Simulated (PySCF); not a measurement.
How methods differ on the excitation energy of C²⁺

C²⁺ [He] 2s2 (1S) → C²⁺ [He] 2s1 3d1 (3D), as a difference of total energies. Computed with PySCF 2.14 in aug-cc-pVDZ, with the non-relativistic Hamiltonian (point nucleus). Correlated levels: valence: 1s2 frozen. The calculations carry no spin-orbit coupling.

```
           method  excitation energy (eV)
              UHF                  32.071
              LDA                  32.030
              PBE                  31.953
             PBE0                  32.204
           r2SCAN                  31.975
          wB97M-V                  32.570
           revPBE                  31.911
          wB97X-V                  32.626
            TPSSh                  32.260
    MP2 (valence)                  33.097
SCS-MP2 (valence)                  33.347
```

Problem. How much does correlation contribute at MP2 (valence)?

Solution. 33.097 − (32.071) = 1.026 eV, measured against UHF.

The promoted electron is Rydberg-like, and one or two diffuse shells describe it only roughly, which tends to raise the upper state.
